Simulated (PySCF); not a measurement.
In(Me)2(NH3) (C2H9InN), SMILES [CH3][In]([CH3])<-[NH3] (connectivity only; charge and spin as stated), neutral, multiplicity 2.

The structure is a stationary point at PBE0-D3(BJ)/def2-SVP. The spin state was assumed, not searched. The isomer is the one that the SMILES or the coordinates give; other isomers of the formula were not compared. The def2 effective core potentials stand for the cores of In; spin–orbit coupling is left out.

Computed with TDA-B3LYP/def2-SVPD (PySCF).

Vertical excitations. Gas-phase values at a fixed geometry.

Computed lowest excited states:
| state | energy (eV) | λ (nm) | f | main pairs |
|---|---|---|---|---|
| root 1 | 2.59 | 479 | 0.044 | α HOMO→LUMO 98 % |
| root 2 | 3.20 | 387 | 0.028 | β HOMO→LUMO 95 % |
| root 3 | 3.32 | 373 | 0.031 | α HOMO→LUMO+1 97 % |
| root 4 | 3.91 | 317 | 0.161 | α HOMO→LUMO+2 97 % |
| root 5 | 4.28 | 290 | 0.148 | α HOMO→LUMO+3 95 % |
| root 6 | 4.57 | 271 | 0.003 | α HOMO→LUMO+4 98 % |
| root 7 | 4.64 | 267 | 0.026 | α HOMO→LUMO+5 91 % |
| root 8 | 4.72 | 263 | 0.000 | β HOMO→LUMO+1 96 % |
| root 9 | 4.84 | 256 | 0.024 | α HOMO→LUMO+6 98 % |
| root 10 | 5.02 | 247 | 0.000 | α HOMO−1→LUMO 74 %, α HOMO→LUMO+7 22 % |
Unrestricted roots are not spin-pure.
